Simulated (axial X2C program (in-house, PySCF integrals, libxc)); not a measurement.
# Spin–orbit effects down a group: molecules with Br, HF

Calculated with an in-house relativistic program for diatomic molecules, spin-free (one-electron X2C) or two-component (2c: spin–orbit coupling with atomic mean-field Coulomb and Gaunt terms, which also bring small scalar terms), in Dyall basis sets with cores contracted in-house; open shells are unrestricted.

Basis sets: Br dyall-cv3z, Ge dyall-cv3z, Si dyall-v3z, Sn dyall-cv3z.

| molecule | spin-free state | Re (Å) | ωe (cm⁻¹) | De (eV) | 2c state | Re 2c (Å) | ωe 2c (cm⁻¹) | De 2c (eV) |
| --- | --- | --- | --- | --- | --- | --- | --- | --- |
| SiBr | M_S = 1/2, Λ = 1 | 2.251 | 412.8 | 2.43 | Ω = 1/2 | 2.251 | 413.4 | 2.29 |
| GeBr | M_S = 1/2, Λ = 1 | 2.346 | 285.9 | 2.23 | Ω = 1/2 | 2.347 | 285.7 | n/a |
| SnBr | M_S = 1/2, Λ = 1 | 2.540 | 238.9 | 2.22 | Ω = 1/2 | 2.543 | 237.2 | n/a |

**Question.** Work out the shifts from the spin-free to the two-component result.

**Answer.** 

```tsv
molecule	2c state	ΔRe (Å)	Δωe (cm⁻¹)	ΔDe (eV)
SiBr	Ω = 1/2	0.000	0.6	-0.14
GeBr	Ω = 1/2	0.001	-0.2	n/a
SnBr	Ω = 1/2	0.003	-1.7	n/a
```

Shifts of one unit in the last digit are rounding.

Each entry is the lowest single determinant of a limited PBE0 search at one distance. De goes to single-determinant-based atoms at the same level (for ions the charge split of lowest energy) and is withheld (n/a) where an atom does not fit its ground term or J level. Main or longest-lived isotopes. Some light 2c atoms are not at their ground J level, so De misses part of their lowering (0.04 eV or less).
